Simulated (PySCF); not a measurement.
Species: C4HClN2.
Atom-mapped SMILES: `[N:1]#[C:2]/[CH:3]=[C:4](/[Cl:5])[C:6]#[N:7]` (hydrogens: H8 on C3)

The calculation used MP2 and CCSD/aug-cc-pVDZ in PySCF, restricted Hartree–Fock reference, frozen core, non-relativistic, gas phase, PBE0-D3(BJ)/def2-SVP geometry.

E(HF) = -720.43084 Eh.

Q: How large is the problem?

A: 174 basis functions and 56 electrons; 11 orbitals frozen, which leaves o = 17 correlated occupied and v = 146 virtual orbitals. That is o·v = 2482 singles and o·v(o·v + 1)/2 = 3081403 distinct closed-shell doubles amplitudes before symmetry; the costliest CCSD step grows as o²v⁴ = 1.3 × 10^11.

Q: What are the MP2 and CCSD correlation energies?

A: MP2 -0.9884 Eh and CCSD -1.0085 Eh, which gives totals of -721.41920 and -721.43933 Eh. That is 0.807 eV for each correlated electron at CCSD (2648 kJ/mol in all, 0.140 % of the total energy); MP2 gives 98.0 % of the CCSD value.

Q: What is the T1 diagnostic?

A: 0.0133, below the customary warning level of 0.02. It is the norm of the spatial-orbital singles amplitudes over the root of the number of correlated electrons, so the norm is 0.078.

Q: How does correlation change the dipole moment?

A: HF gives 4.87 D and CCSD (unrelaxed density) 4.47 D, a change of -0.40 D.

Connected triples and the basis-set limit are missing.

The job also held the EOM ionisation roots. Time: 9.6 min wall; peak memory 3.1 GiB. Hardware: one thread, Arm Neoverse V2 (aarch64), no GPU, shared host with 32 logical CPUs at a one-minute load of 17.
